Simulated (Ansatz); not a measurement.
`[F][SnH2][GeH3]` + H₂ → `[GeH3][SnH3]` + H–F at 298.15 K and 1 bar (hydrogenolysis of the Sn–F bond).

Computed with Ansatz on PBE0-D4/def2-TZVP structures; ΔE is electronic, products minus reactants. CBS: MP2 limit from def2 TZ/QZ plus the TZ coupled-cluster correction, frozen cores. This one scheme is used for every species. def2 core potentials past Kr. For Ge, Sn outer-core shells are correlated without core-valence functions, which leaves a few kJ/mol of doubt a bond. Scalar relativity is left out up to krypton.

| species | CCSD(T)/CBS energy (Eh) | H − E (kJ/mol) | S (J/(mol·K)) |
| --- | --- | --- | --- |
| `[F][SnH2][GeH3]` | -2392.95632 | 121.5 | 355.1 |
| H₂ | -1.17544 | 35.1 | 130.4 |
| `[GeH3][SnH3]` | -2293.72326 | 131.1 | 319.6 |
| H–F | -100.39570 | 33.5 | 173.6 |

H − E and S are ideal-gas, rigid-rotor, harmonic terms from PBE0-D4/def2-TZVP. For small species the MP2-based limit differs from directly extrapolated CCSD(T) by up to some mEh (0.8 for H₂); such offsets cancel only in part. 1 Eh = 2625.50 kJ/mol, R = 8.31446 J/(mol·K).

Task: By hand: ΔE, ΔH, ΔS and ΔG.

Result: ΔE = (-2293.72326) + (-100.39570) − (-2392.95632) − (-1.17544) = 0.01280 Eh = 33.6 kJ/mol. Δ(H − E) = 131.1 + 33.5 − 121.5 − 35.1 = 8.0, so ΔH = 41.6 kJ/mol. ΔS = 319.6 + 173.6 − 355.1 − 130.4 = 7.7 J/(mol·K). ΔG = 41.6 − 298.15 × (7.7)/1000 = 39.3 kJ/mol.

Task: By hand: the equilibrium constant, and the temperature at which ΔG would vanish if ΔH and ΔS stayed fixed.

Result: log₁₀ K = −ΔG/(RT ln 10) = -6.9. ΔG = 0 at ΔH/ΔS = 5403 K, far beyond where these terms or the molecules hold.

The number of gas molecules stays the same, so ΔS is small and ΔH decides. A doubt of 5 kJ/mol in ΔE shifts log₁₀ K by 0.9 here. Modes under 60 cm⁻¹, often nearly free rotors, make the harmonic entropy too high. These are equilibria of isolated gas molecules and say nothing of rates. Largest T1 diagnostic: 0.013 (customary marks: 0.02 for closed shells, 0.045 for open ones).
